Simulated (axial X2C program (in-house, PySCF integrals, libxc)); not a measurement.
ICl⁻: properties at the nuclei

Computed with an in-house all-electron X2C program for linear molecules (integrals from PySCF): two-component X2C with atomic mean-field Coulomb and Gaunt terms, Gaussian nuclei, basis I dyall-acv3z, Cl dyall-av3z with contracted cores.

R = 2.914 Å (near the PBE0 minimum at charge -1 of the determinant lowest at the starting distance; the state shown can have its own minimum elsewhere).

Determinant lowest in the PBE0 search, Ω = 1/2 (⟨Sz⟩ = 0.47, ⟨Lz⟩ = 0.03 at PBE0), spin on the atoms I 0.30, Cl 0.17:

```tsv
level	Eeff magnitude (GV/cm)	Ws magnitude I (kHz)	A∥/gI I (MHz)	qzz I (a.u.)	A∥/gI Cl (MHz)	qzz Cl (a.u.)
PBE0	7.49	9.7	1030	8.16	402	2.16
HF	9.35	12.2	1320	9.92	447	1.59
PBE	6.64	8.59	944	7.73	378	2.17
BHandHLYP	7.84	10.2	1150	8.50	435	2.08
LDA	6.17	8.03	966	7.72	385	2.20
```

Eeff is the effective electric field on the electron electric dipole moment in this Ω state and Ws the scalar–pseudoscalar constant of the nucleus named (defined with the proton number Z and per Ω); A∥ (defined per Ω) follows by multiplying with gI = μI/(I μN); qzz is the electric field gradient, eQq0 = 234.96 MHz × Q/barn × qzz. The operators were transformed with the bare-nucleus X2C matrices; with these basis sets, hyperfine constants and field gradients can be off by tens of per cent, and where levels differ in sign neither size nor sign is settled.

Q: With gI(127I) = 1.1253, Q(127I) = -0.68822 barn, gI(35Cl) = 0.5479, Q(35Cl) = -0.08112 barn (g factors from the IAEA table of nuclear moments by Stone; Q from Pyykkö, Mol. Phys. 2018), turn the PBE0 values of the first state into constants in MHz.

A: A∥(127I) = 1030 × 1.1253 = 1160 MHz; eQq0(127I) = 234.96 × (-0.68822) × (8.16) = -1320 MHz; A∥(35Cl) = 402 × 0.5479 = 220 MHz; eQq0(35Cl) = 234.96 × (-0.08112) × (2.16) = -41.2 MHz.

Each state is one determinant with collinear spin. Unrestricted Hartree–Fock can overshoot spin polarisation at the nuclei. For an anion, determinants above electron detachment, or with a positive highest level, are held by the basis set. The search compared states at one distance, so a state with another bond length can lie lower. Further determinants of the search, some of them spin-mixed, are not shown.
